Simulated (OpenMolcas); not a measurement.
## F3+: from CASSCF to CASPT2

```
Program             : OpenMolcas 26.06
Basis               : ANO-RCC-VDZP [3s2p1d]
Scalar Hamiltonian  : DKH2, point nucleus
Active space        : 4 electrons in 4 orbitals (2s 2p)
State averaging     : 2S+1 = 3 even, 6 roots (3 in the spin-orbit step); 2S+1 = 1 even, 6 roots kept (CI in the orbitals of an earlier block); 2S+1 = 5 odd, 1 root; 2S+1 = 3 odd, 9 roots kept (CI in the orbitals of an earlier block); 2S+1 = 1 odd, 8 roots kept (CI in the orbitals of an earlier block)
Spin-orbit coupling : state interaction with AMFI integrals over the reference wave functions, term energies averaged over their components
```

Methods on the same reference wave functions:
A. CASSCF
B. SS-CASPT2, IPEA 0.25 Eh, imaginary shift 0.1 Eh (closed shells correlated: 1s)

Energies in cm⁻¹ above 2s² 2p² ³P₀, the measured ground level; measured values from Moore, Atomic Energy Levels, vol. I, NSRDS-NBS 35 (1971 reprint of NBS Circular 467, 1949).

```
      Level       A       B  Measured
2s² 2p² ³P₀     0.0     0.0       0.0
2s² 2p² ³P₁     192     191       225
2s² 2p² ³P₂     561     560       613
2s² 2p² ¹D₂   25986   25360     25241
2s² 2p² ¹S₀   47539   52050     53544
2s 2p³ ⁵S°₂   66659   73930          
2s 2p³ ³D°₂  152236  149640    147889
2s 2p³ ³D°₁  152236  149640    147902
2s 2p³ ³D°₃  152240  149640    147842
2s 2p³ ³P°₀  178040  177880          
2s 2p³ ³P°₁  178042  177880    175242
2s 2p³ ³P°₂  178044  177880    175237
2s 2p³ ¹D°₂  246000  234970          
2s 2p³ ³S°₁  254173  245550          
2s 2p³ ¹P°₁  271805  263130    257390
```

Deviations, from unrounded energies. A percentage is the sum of absolute deviations over the sum of measured energies, with the sign that they share, or ± where signs differ.

```json
{"Against measurement": "mean absolute deviation (cm-1)", "Levels": "10", "A": "4000", "B": "1800"}
{"Against measurement": "fine structure of the ground term (%)", "Levels": "2", "A": "-10.2", "B": "-10.3"}
{"Against measurement": "other terms of the ground configuration (%)", "Levels": "2", "A": "±8.6", "B": "±2.0"}
{"Against measurement": "other configurations (%)", "Levels": "6", "A": "+3.1", "B": "+1.6"}
```

B lies closest to measurement on these levels. The largest miss of B in the table is 2s 2p³ ¹P°₁, by +5700 cm-1. The ranking rests on the paired levels alone, and a cruder setting can come out closer through cancelling errors.

From A to B the spin-free energies of the other terms of 2s² 2p² shown, above ³P, scale by factors of 0.98 to 1.10.

The lowest spin-free term lies below A's lowest term by 0.048 hartree in B.

CASPT2 breaks the degeneracy within a term, and the mean is taken; among the terms shown or strongly mixed into the levels shown the widest spread is 210 cm-1 (2s 2p³ ¹D°, B). Terms from blocks run as CI alone lack orbitals of their own. The basis is small and was not contracted for so high a charge. Computed and measured levels are paired by configuration, term and J; levels that our copy of the source lacks, or whose pairing is in doubt (as where it misses far off the trend of its configuration), stay unpaired and out of the deviations. Levels of configurations outside the active space are missing.

° marks odd parity.
